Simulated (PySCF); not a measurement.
Radial density of Pt⁴⁰⁺ (platinum, charge +40)

BP86, [Kr] 4d2, high-spin 3F determinant. All numbers are calculated (PySCF 2.14, the non-relativistic Hamiltonian (point nucleus), in an even-tempered Gaussian basis (17 s from 4.3 bohr⁻², ratio 2.5; 12 p from 5.6 bohr⁻², ratio 2.5; 9 d from 5.6 bohr⁻², ratio 2.5; 4 f from 23 bohr⁻², ratio 2.7; 3 g from 34 bohr⁻², ratio 2.7)).

```csv
r (bohr),4πr²ρ (e/bohr),4πr²(ρα − ρβ)
0.000405,0.6598,0.0000
0.000681,1.788,0.0000
0.00115,4.705,0.0000
0.00193,11.78,-0.0001
0.00324,27.17,-0.0001
0.00545,54.55,-0.0003
0.00917,87.38,-0.0003
0.0154,100.4,0.0020
0.0259,92.58,0.0346
0.0436,123.7,0.3348
0.0734,129.1,1.6981
0.123,116.0,2.5325
0.208,89.54,0.0383
0.349,40.40,6.6460
0.588,10.28,1.7352
0.988,0.06513,0.0144
```

A non-relativistic calculation at this Z misses sizeable relativistic shifts. Spin-orbit coupling is strong in this species (close to jj coupling), so the high-spin LS determinant is a model state, not a physical level.
